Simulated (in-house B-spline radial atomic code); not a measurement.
Whole-atom quantities along the 22-electron series, configuration 1s2 2s2 2p6 3s2 3p6 3d3/2(4). Breit and QED terms are first order and not part of the total energy; the density at the nucleus is averaged over the nuclear charge. Computed with an all-electron radial atomic-structure program (B-spline basis): Dirac-Hartree-Fock, jj configuration that fills j = l - 1/2 first, finite nuclei.

```tsv
ion	Z	E/Z² (Eh)	Σ<r²> (bohr²)	n(0)/Z³ (bohr⁻³)	Lamb diamagnetic shielding (ppm)	repulsion over attraction	Breit energy (eV)	self-energy (eV)	vacuum polarisation (eV)
Ba34+	56	-2.333	1.0373	1.7448	5202.15	0.075257	166.78	135.72	-18.949
La35+	57	-2.3431	0.99084	1.7995	5318.28	0.073952	176.82	144.6	-20.486
Ce36+	58	-2.353	0.94731	1.8563	5435.4	0.072685	187.28	153.92	-22.125
Pr37+	59	-2.3628	0.90648	1.9164	5553.55	0.071453	198.16	163.69	-23.873
Nd38+	60	-2.3726	0.86813	1.9789	5672.75	0.070257	209.47	173.94	-25.736
Pm39+	61	-2.3822	0.83207	2.0415	5793.04	0.069093	221.23	184.67	-27.72
Sm40+	62	?	?	?	?	?	?	?	?
Eu41+	63	-2.4013	0.76608	2.1699	6037.05	0.066859	246.13	207.69	-32.077
Gd42+	64	?	?	?	?	?	?	?	?
Tb43+	65	?	?	?	?	?	?	?	?
Dy44+	66	-2.4294	0.68028	2.3975	6412.35	0.06372	287.13	246.39	-39.719
Ho45+	67	-2.4387	0.65469	2.488	6540.13	0.062726	301.81	260.49	-42.6
Er46+	68	-2.4479	0.63044	2.5737	6669.28	0.061756	317.02	275.24	-45.656
Tm47+	69	-2.4572	0.60743	2.6747	6799.94	0.060809	332.77	290.64	-48.913
```

(1) Fill in the row of Sm40+.

(2) Fill in the row of Gd42+.

(3) Fill in the row of Tb43+.

(4) With what power of Z does the column «self-energy (eV)» change over this range?

## Answers

(1) E/Z² (Eh): -2.3918; Σ<r²> (bohr²): 0.79811; n(0)/Z³ (bohr⁻³): 2.0999; Lamb diamagnetic shielding (ppm): 5914.44; repulsion over attraction: 0.067961; Breit energy (eV): 233.45; self-energy (eV): 195.92; vacuum polarisation (eV): -29.828.

(2) E/Z² (Eh): -2.4107; Σ<r²> (bohr²): 0.73586; n(0)/Z³ (bohr⁻³): 2.2414; Lamb diamagnetic shielding (ppm): 6160.87; repulsion over attraction: 0.065785; Breit energy (eV): 259.3; self-energy (eV): 220.01; vacuum polarisation (eV): -34.468.

(3) E/Z² (Eh): -2.4201; Σ<r²> (bohr²): 0.7073; n(0)/Z³ (bohr⁻³): 2.3331; Lamb diamagnetic shielding (ppm): 6286.02; repulsion over attraction: 0.064739; Breit energy (eV): 272.96; self-energy (eV): 232.91; vacuum polarisation (eV): -37.023.

(4) A fit of the logarithm of its size against log Z from Z = 56 to 69 has slope 3.65. One-loop self-energy scales as Z⁴F(Zα), with F falling from low Z to about Z = 90.
